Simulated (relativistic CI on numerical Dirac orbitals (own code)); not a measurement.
# W XIII: computed level list

Method of calculation: Dirac-Coulomb-Breit CI, KLI orbitals optimised for each configuration, model QED, unscaled Slater integrals (own radial code, finite nucleus).

Configuration list (outside the closed core [Kr] 4d10): 4f¹⁴5s², 4f¹³5s²5p, 4f¹⁴5s5p, 4f¹⁴5s5d, 4f¹³5s²5d, 4f¹⁴5s5f, 4f¹³5s²6s, 4f¹⁴5p5d, 4f¹⁴5p², 4f¹³5p³, 4f¹³5p²5d, 4f¹³5p²6s, 4f¹⁴5d², 4f¹³5p5d², 4f¹³5d³, 4f¹³5d²6s. Double excitations out of closed p, d and f shells are left out; levels of such configurations are missing from the list, as are those of other unlisted configurations, and high levels can miss mixing partners.

```csv
No.,Configuration,Term,J,E (cm⁻¹),%,Next component (%),Landé g,Lifetime (s)
1,4f¹⁴5s²,¹S,0,0,99,1 4f¹⁴5p² ¹S,,
2,4f¹³5s²5p,³D,3,10442,65,22 ³F,1.232,
3,4f¹³5s²5p,³G,4,14240,46,33 ¹G,1.072,9.87e+00
4,4f¹³5s²5p,³G,3,28570,79,14 ¹F,0.807,1.90e-02
5,4f¹³5s²5p,³F,2,36078,38,32 ³D,0.925,3.62e-03
6,4f¹³5s²5p,³G,5,117879,99,1 4f¹³5p³ ³G,1.199,8.72e-05
7,4f¹³5s²5p,³D,2,121470,55,44 ¹D,1.086,8.48e-05
8,4f¹³5s²5p,¹F,3,127639,45,31 ³D,1.121,7.69e-05
9,4f¹³5s²5p,³D,1,128600,99,1 4f¹³5p³ ³D,0.496,9.49e-05
10,4f¹³5s²5p,³F,4,133674,66,33 ¹G,1.166,7.26e-05
11,4f¹³5s²5p,³G,4,139423,53,34 ¹G,1.058,7.86e-05
12,4f¹³5s²5p,³F,2,147406,61,26 ¹D,0.815,7.32e-05
13,4f¹³5s²5p,³F,3,150037,49,30 ¹F,0.999,7.50e-05
14,4f¹⁴5s5p,³P°,0,224000,100,,,6.48e-07
15,4f¹⁴5s5p,³P°,1,241486,87,12 ¹P°,1.435,5.62e-10
16,4f¹⁴5s5p,³P°,2,333188,100,,1.500,1.34e-08
17,4f¹⁴5s5p,¹P°,1,391302,85,13 ³P°,1.063,1.86e-11
18,4f¹⁴5p²,³P,0,530357,77,22 ¹S,,3.25e-11
19,4f¹³5s²5d,³P°,2,537185,82,14 ³D°,1.437,8.11e-12
20,4f¹³5s²5d,³H°,5,545276,56,38 ¹H°,1.027,7.88e-12
21,4f¹³5s²5d,³D°,3,551472,48,40 ³F°,1.186,7.72e-12
22,4f¹³5s²5d,³G°,4,554180,35,26 ³F°,1.030,7.76e-12
23,4f¹³5s²5d,³P°,1,555541,82,17 ³D°,1.330,9.58e-12
24,4f¹³5s²5d,³H°,6,560458,99,1 4f¹³5p²5d ³H°,1.166,1.13e-11
25,4f¹³5s²5d,³H°,4,561801,70,18 ³F°,0.905,7.96e-12
26,4f¹³5s²5d,³D°,2,563822,34,33 ¹D°,1.054,1.07e-11
27,4f¹³5s²5d,¹D°,2,567281,56,37 ³F°,0.882,8.21e-12
28,4f¹³5s²5d,³P°,0,568155,99,1 4f¹³5p²5d ³P°,,1.15e-11
29,4f¹³5s²5d,³D°,3,570714,44,23 ³G°,1.105,1.02e-11
30,4f¹³5s²5d,³F°,4,571865,48,43 ¹G°,1.123,1.09e-11
31,4f¹³5s²5d,³G°,5,573069,68,27 ¹H°,1.137,1.11e-11
32,4f¹³5s²5d,¹F°,3,575602,53,45 ³G°,0.888,8.15e-12
33,4f¹³5s²5d,³D°,1,578271,81,16 ³P°,0.670,9.61e-12
34,4f¹³5s²5d,³H°,5,581523,39,33 ¹H°,1.065,1.12e-11
35,4f¹³5s²5d,³D°,2,584377,46,41 ³F°,0.952,1.11e-11
36,4f¹³5s²5d,³F°,3,589545,40,27 ¹F°,0.981,1.12e-11
37,4f¹³5s²5d,³G°,4,591147,54,35 ¹G°,1.035,1.11e-11
38,4f¹³5s²5d,¹P°,1,594553,95,2 ³D°,0.992,4.06e-12
39,4f¹⁴5p²,³P,1,618370,99,1 4f¹³5p³ ³P,1.499,1.88e-11
40,4f¹⁴5p²,¹D,2,619219,59,31 ³P,1.159,4.11e-11
41,4f¹³5p³,³G,5,672649,45,37 ⁵F,1.240,
42,4f¹³5p³,³D,2,678473,35,19 ¹D,1.058,
43,4f¹³5p³,³F,3,679840,41,20 ¹F,1.141,
44,4f¹³5p³,³F,4,685881,43,33 ⁵F,1.230,
45,4f¹³5p³,³D,1,687975,54,34 ⁵F,0.396,
46,4f¹³5p³,³G,4,697823,25,21 ³F,1.072,
47,4f¹³5p³,³F,2,703253,54,26 ⁵F,0.829,
48,4f¹³5p³,³F,3,705771,33,27 ⁵F,1.037,
49,4f¹⁴5p²,³P,2,718058,63,21 ¹D,1.326,1.90e-11
50,4f¹⁴5s5d,³D,1,757706,100,,0.498,8.05e-12
51,4f¹⁴5s5d,³D,2,763877,97,1 ¹D,1.164,8.85e-12
52,4f¹³5p³,⁵F,5,764926,51,18 ³H,1.246,
53,4f¹⁴5p²,¹S,0,768164,74,21 ³P,,1.45e-11
54,4f¹³5p³,³F,4,770441,45,27 ³G,1.198,
55,4f¹³5p³,³F,2,772115,60,18 ³D,0.882,
56,4f¹⁴5s5d,³D,3,774252,30,26 4f¹³5p³ ³F,1.234,4.12e-11
57,4f¹⁴5s5d,³D,3,775627,70,13 4f¹³5p³ ³F,1.283,1.66e-11
58,4f¹³5p³,⁵F,1,782182,54,25 ³D,0.343,
59,4f¹³5p³,³F,2,782976,43,43 ⁵F,0.879,
60,4f¹³5p³,³G,3,785995,57,28 ³F,0.905,
61,4f¹³5p³,³F,4,786101,49,25 ¹G,1.128,
62,4f¹³5p³,³G,5,786304,67,25 ¹H,1.137,
63,4f¹³5p³,³H,6,787394,100,,1.165,
64,4f¹³5p³,¹P,1,789223,63,18 ³P,1.000,
65,4f¹³5p³,³D,3,791768,49,26 ¹F,1.181,
66,4f¹³5p³,³F,4,792089,49,33 ³H,1.094,
67,4f¹³5p³,¹D,2,794356,50,35 ³P,1.163,
68,4f¹³5p³,³H,5,805043,53,44 ¹H,1.022,
69,4f¹³5p³,³D,2,806902,52,21 ³P,1.138,
70,4f¹³5p³,³F,3,806913,45,40 ¹F,1.035,
```

Energies count from the lowest computed level; ° marks odd parity; lifetimes are radiative, by E1, M1, E2, M2, E3 decay to levels of this space only; some are left blank where a channel outside the calculation adds to the decay or the decay crosses a small, uncertain gap.

The mean weight of the leading LS term, summed over parents, in these 70 levels is 62 %, and that of the leading jj configuration (from the same eigenvectors) 89 %, so jj coupling describes them better and the LS labels are nominal.

At this charge transitions that keep the count of f electrons are usually good to a few per cent. Levels and lines within the n = 5 or 6 shells can be off by up to 10 % or somewhat more, and those that change n by about 2 %, since core polarisation is missing. Levels that differ in their count of f electrons can be misplaced by several ten thousand cm⁻¹, since the correlation energy of f electrons is missing or only estimated; rates across such gaps can be off by orders of magnitude.

LS names give the leading component of a level, which can be under half, so a name can repeat, a term be missing and a line seem to break the LS rules.
